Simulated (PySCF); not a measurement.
SMILES CO[Si]([SiH3])(OC)OC (C3H12O3Si2), GFN2-xTB optimised geometry.

```
20

C     -2.48     1.73    -1.73
O     -1.72     0.56    -1.68
Si    -0.08     0.43    -1.65
Si     0.90     1.67     0.00
O      0.16    -1.17    -1.60
C     -0.34    -2.08    -0.66
O      0.65     0.98    -2.99
C      0.56     0.49    -4.30
H     -2.17     2.36    -2.57
H     -2.36     2.30    -0.81
H     -3.52     1.45    -1.86
H      0.51     1.18     1.33
H      2.36     1.67     0.00
H      0.49     3.08     0.00
H     -0.09    -3.08    -1.00
H     -1.42    -1.98    -0.56
H      0.12    -1.91     0.32
H     -0.46     0.55    -4.67
H      1.21     1.11    -4.93
H      0.89    -0.55    -4.34
```

Density from B3LYP/def2-SVP (PySCF 2.14.0) at that geometry.

Minimum of the electron density along straight lines between bonded atoms, close to the bond critical point (lines longer than 1.1 times the sum of covalent radii, or with two minima, are not listed):

| bond | length / Å | ρ at the minimum / e bohr⁻³ | ∇²ρ there / e bohr⁻⁵ | position (fraction from the first atom) |
|---|---|---|---|---|
| C1–O2 | 1.398 | 0.257 | -0.33 | 0.34 |
| O2–Si3 | 1.641 | 0.125 | 1.03 | 0.59 |
| Si3–O5 | 1.625 | 0.130 | 1.09 | 0.41 |
| O5–C6 | 1.398 | 0.256 | -0.30 | 0.66 |
| Si3–O7 | 1.624 | 0.130 | 1.09 | 0.41 |
| O7–C8 | 1.403 | 0.252 | -0.31 | 0.66 |
| C1–H9 | 1.093 | 0.282 | -1.07 | 0.63 |
| C1–H10 | 1.093 | 0.282 | -1.07 | 0.63 |
| C1–H11 | 1.091 | 0.284 | -1.09 | 0.64 |
| Si4–H12 | 1.474 | 0.113 | 0.33 | 0.49 |
| Si4–H13 | 1.466 | 0.115 | 0.34 | 0.49 |
| Si4–H14 | 1.471 | 0.114 | 0.33 | 0.49 |
| C6–H15 | 1.091 | 0.284 | -1.09 | 0.64 |
| C6–H16 | 1.091 | 0.284 | -1.09 | 0.64 |
| C6–H17 | 1.093 | 0.282 | -1.06 | 0.63 |
| C8–H18 | 1.092 | 0.282 | -1.07 | 0.63 |
| C8–H19 | 1.090 | 0.284 | -1.10 | 0.64 |
| C8–H20 | 1.091 | 0.284 | -1.10 | 0.64 |
